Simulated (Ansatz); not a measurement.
Reaction (formal hydrolysis of the In–N bond): `C[N](C)[In]([CH3])[Br]` + H₂O → `[CH3][In]([OH])[Br]` + dimethylamine

Computed with Ansatz on PBE0-D4/def2-TZVP structures; ΔE is electronic, products minus reactants. CBS: MP2 limit from def2 TZ/QZ plus the TZ coupled-cluster correction, frozen cores. This one scheme is used for every species. Elements past krypton have def2 core potentials. For Br, In outer-core shells are correlated without core-valence functions, which leaves a few kJ/mol of doubt a bond. Scalar relativity is left out up to krypton. One conformer a species, not always the lowest.

`C[N](C)[In]([CH3])[Br]`:

Cartesian coordinates in Å:
```
C -1.189 -1.018 0.807
N -0.337 -0.695 -0.307
C -0.429 -1.645 -1.383
In 0.849 0.919 -0.327
C 1.121 2.424 1.154
Br 2.117 1.022 -2.468
H -2.249 -1.054 0.511
H -0.943 -2.000 1.238
H -1.098 -0.277 1.607
H 0.231 -1.366 -2.207
H -1.454 -1.708 -1.779
H -0.147 -2.657 -1.054
H 2.132 2.348 1.556
H 0.998 3.402 0.691
H 0.399 2.304 1.961
```

H₂O:

```xyz
3

O     0.370   -0.108   -0.052
H    -0.411   -0.475   -0.472
H     0.041    0.584    0.525
```

`[CH3][In]([OH])[Br]`:

```xyz
8

C    -1.100   -0.628    0.825
In    0.526    0.278   -0.196
O     0.663    0.550   -2.148
Br    2.559    1.161    0.929
H    -1.282   -1.617    0.405
H    -1.991   -0.015    0.691
H    -0.862   -0.709    1.884
H     1.487    0.980   -2.392
```

`CNC`:

Cartesian coordinates in Å:
```
C 0.222 -0.728 0.939
N 0.579 0.397 0.106
C -0.277 0.533 -1.049
H 0.859 -0.755 1.825
H 0.387 -1.658 0.385
H -0.832 -0.726 1.269
H 0.557 1.248 0.652
H -0.138 -0.329 -1.708
H -0.004 1.427 -1.613
H -1.353 0.591 -0.806
```

```csv
species,HF/def2-QZVPP energy (Eh)
`C[N](C)[In]([CH3])[Br]`,-2935.09539
H₂O,-76.06663
`[CH3][In]([OH])[Br]`,-2876.87431
`CNC`,-134.30400
```

(1) Work out ΔE.

Largest T1 diagnostic among the species: 0.013.

## Answers

(1) ΔE = (-2876.87431) + (-134.30400) − (-2935.09539) − (-76.06663) = -0.01629 Eh = -0.44 eV. CCSD(T)/CBS gives -0.15 eV.

The D4 term adds +0.13 eV with B3LYP and +0.07 eV with PBE0; it sums over pairs of atoms, weighted by their polarisabilities, and B3LYP, whose exchange is more repulsive, gets the larger term. In def2-TZVPP, CCSD(T) changes the Hartree–Fock value by +0.28 eV (the triples alone add +0.04 eV) and MP2 by +0.32 eV. At CCSD(T), def2-SVP lies −0.05 eV from the extrapolated value and def2-TZVPP −0.02 eV.

B3LYP here is the variant with VWN-RPA as its local correlation; programs differ in this.
